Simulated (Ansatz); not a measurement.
Consider the ligand exchange at the Si–O bond: `[NH2][GaH][O][SiH3]` + `OC1[SiH2]S1` → `[SiH3]OC1[SiH2]S1` + `[NH2][GaH][OH]`.

Program: Ansatz. Geometries: PBE0-D4/def2-TZVP. ΔE: electronic, gas phase. CBS: MP2 limit from def2 TZ/QZ plus the TZ coupled-cluster correction, frozen cores. DFT in def2-TZVPP. B3LYP here is the variant with VWN-RPA as its local correlation; programs differ in this. For Ga outer-core shells are correlated without core-valence functions, which leaves a few kJ/mol of doubt a bond. Scalar relativity is left out up to krypton. One conformer a species, not always the lowest.

| level | ΔE (kJ/mol) | difference from CCSD(T)/CBS |
| --- | --- | --- |
| PBE-D4 | 22.3 | -2.4 |
| PBE0-D4 | 25.8 | 1.1 |
| ωB97X-V | 25.7 | 1.0 |
| ωB97M-V | 25.3 | 0.6 |
| r2SCAN | 27.7 | 3.0 |
| B3LYP | 29.4 | 4.7 |
| HF/def2-TZVPP | 38.9 | 14.2 |
| SCS-MP2/def2-TZVPP | 27.2 | 2.5 |
| CCSD(T)/def2-TZVPP | 26.7 | 2.0 |
| HF/CBS(def2) | 38.9 | 14.2 |
| CCSD(T)/CBS | 24.7 | 0 |

Largest T1 diagnostic among the species: 0.014.

The D4 term adds −3.9 kJ/mol with B3LYP and −2.3 kJ/mol with PBE0; it sums over pairs of atoms, weighted by their polarisabilities, and B3LYP, whose exchange is more repulsive, gets the larger term. From PBE to PBE0 (25 % exact exchange), in def2-TZVPP and without D4, ΔE moves by +3.4 kJ/mol. In def2-TZVPP, CCSD(T) changes the Hartree–Fock value by −12.3 kJ/mol (the triples alone add −1.9 kJ/mol) and MP2 by −13.9 kJ/mol.
